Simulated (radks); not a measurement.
The barium ion Ba2+ inside a hard spherical wall (all orbitals vanish at R), configuration held at [Xe] and not refilled when levels cross. Method: scalar-relativistic Kohn-Sham, LDA (Slater exchange, Perdew-Wang correlation), spin-unpolarised, spherical densities, finite nucleus; Fermi nuclear charge, rms radius 4.8378 fm; computed with a radial shooting solver on a logarithmic mesh with Libxc functionals. Eigenvalues in eV, with the zero of energy where the potential of the charges vanishes at infinity; a dash marks a level that is unbound or too diffuse for the functional's potential to be trusted. A positive occupied level is held by the wall or, in an anion where self-interaction has pushed it up, behind a barrier. The pressure on the wall is -dE/dV.

\begin{tabular}{lrrrrrrrrr}
R (bohr) & E (hartree) & kinetic (hartree) & e(4p) & e(4d) & e(5s) & e(5p) & e(5d, empty) & e(6s, empty) & pressure (GPa) \\ \hline
free & -8128.4015 & 8578.053 & -193.23 & -102.25 & -46.222 & -31.073 & -13.022 & -12.356 & 0 \\
12 & -8128.4015 & 8578.053 & -193.23 & -102.25 & -46.222 & -31.073 & -13.022 & -12.356 & < 0.0001 \\
10 & -8128.4015 & 8578.053 & -193.23 & -102.25 & -46.222 & -31.073 & -13.021 & -12.349 & < 0.0001 \\
7 & -8128.4015 & 8578.054 & -193.23 & -102.25 & -46.219 & -31.071 & -12.961 & -11.997 & 0.00779 \\
5 & -8128.3912 & 8578.170 & -192.94 & -101.96 & -46.000 & -30.836 & -11.984 & -8.384 & 2.38 \\
4 & -8128.2865 & 8579.025 & -191.26 & -100.32 & -44.731 & -29.380 & -8.741 & 1.135 & 39.6 \\
3 & -8127.2240 & 8585.114 & -182.91 & -92.228 & -37.623 & -20.667 & 5.570 & 37.896 & 708 \\
2.5 & -8124.6131 & 8596.974 & -171.51 & -81.286 & -25.066 & -5.178 & 27.786 & 90.780 & 3370 \\
1.5 & -8075.8864 & 8768.080 & -88.580 & 3.578 & 147.10 & 189.60 & 253.62 & 570.01 & 167000 \\
\end{tabular}
